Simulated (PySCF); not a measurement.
Geometry (Å), atoms numbered from 1 in this order:
```xyz
26

C     2.9387   -0.1832    1.0186
C     1.6577   -0.5017    0.9476
P     0.6860   -0.0864   -0.5203
C     1.6254    0.8845   -1.5543
C     0.4431   -1.7002   -1.3433
C    -1.0385    0.2822    0.2613
C    -1.6511   -0.8302    1.1036
C    -1.9538    0.6128   -0.9137
C    -0.8123    1.5303    1.1100
H     3.4044    0.3513    0.2065
H     3.5542   -0.4294    1.8696
H     1.1605   -1.0439    1.7420
H     1.8294    1.8603   -1.1145
H     1.1447    0.9875   -2.5270
H     1.4275   -2.0185   -1.6828
H     0.0249   -2.4417   -0.6663
H    -0.2062   -1.5753   -2.2076
H    -2.6194   -0.5002    1.4805
H    -1.0286   -1.0767    1.9603
H    -1.8125   -1.7309    0.5159
H    -2.8882    1.0508   -0.5655
H    -2.1904   -0.2825   -1.4869
H    -1.4647    1.3276   -1.5773
H    -0.3482    2.3110    0.5060
H    -1.7540    1.9122    1.5027
H    -0.1497    1.3131    1.9478
```

- geometry: GFN2-xTB
- GIAO PBE0/pcSseg-1 shieldings
- code: PySCF
- non-relativistic, one conformer, no solvent model, rapidly exchanging positions averaged

Scale: $^{13}$C (σ = 186.93 ppm) against TMS (reference shieldings calculated alike).

Problem. Do the $^{13}$C shifts follow the atomic charges (in e)? Tabulate both.

Solution. 
```csv
atoms,hybridisation,δ (ppm),σ para (ppm),Hirshfeld,IAO,Mulliken,ESP-fitted
C1,sp2,144.2,-210,-0.07,-0.26,-0.07,-0.31
C2,sp2,137.8,-216,-0.09,-0.39,-0.42,-0.23
C6,sp3,38.6,-106,-0.02,-0.16,-0.74,+0.39
C7/C8/C9,sp3,26.3,-89,-0.12,-0.42,-0.15,-0.42
C5,sp3,12.4,-81,-0.16,-0.64,-0.40,-0.65
C4,sp2,-14.4,-57,-0.32,-0.93,-0.54,-1.04
```

Correlation coefficients of δ with charge over these carbons: Hirshfeld +0.59, IAO +0.62, Mulliken +0.43, ESP-fitted +0.40; with the paramagnetic shielding -1.00. With so few points, grouped by hybridisation, these coefficients are fragile. Charge is one influence among several: hybridisation and low-lying excitations act through the paramagnetic term.

Shifts are as computed. Against solution values, carbons near 30 ppm lie about +3 ppm off and those near 130 ppm about +5 ppm. Of 1211 compounds with measured shifts, 218 miss one by over three times the rms of a fit or turn the order of signals round; such compounds aren't used in these exercises.
